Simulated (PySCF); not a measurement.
C3H5NO2Si, SMILES N#CC[SiH2]C(=O)O at its GFN2-xTB optimised geometry (Å):

```
12

N      3.2159     1.4999     0.1344
C      2.0763     1.4043     0.1556
C      0.6559     1.2536     0.1794
Si     0.1526    -0.5845     0.0000
C     -1.7695    -0.5845     0.0000
O     -2.4946     0.3780     0.0000
O     -2.2417    -1.8343    -0.0091
H      0.2263     1.8443    -0.6334
H      0.2766     1.6635     1.1185
H      0.6035    -1.3864     1.1366
H      0.6006    -1.1413    -1.2765
H     -3.2159    -1.8443    -0.0162
```

Level of theory: CAM-B3LYP/def2-TZVP (PySCF). Cells within 0.4 Å of a nucleus heavier than hydrogen are left out (blank, or x).

Map of the electron localisation function on the plane z = 0.0 Å:

```
|000000000000000000000000000|
|000000000000000000000000000|
|000000000000000000000000000|
|000000000000000000000000000|
|000000000000000000000000000|
|000000000000000000001110000|
|000000000000011000233343100|
|000000000000254213565677400|
|000000011000477546787898720|
|000001355200477486x8xx99830|
|00001478860036xx95x8xx99830|
|000147889700377577587888620|
|0002688xx611389953565666300|
|0002688x8567201630123332000|
|00001456xx890xx010000000000|
|000000023x890xx020000000000|
|000136568636200431000000000|
|0006899xx710123320000000000|
|00068996x850012110000000000|
|000256578860000000000000000|
|000000146640000000000000000|
|000000012210000000000000000|
|000000000000000000000000000|
|000000000000000000000000000|
|000000000000000000000000000|
|000000000000000000000000000|
|000000000000000000000000000|
```
Scale: ten equal steps from 0.000 (start of '0') to 0.992 (end of '9'), in the order '0123456789'; x runs from -5.50 to 5.50, y from -5.50 (bottom) to 5.50 (top).
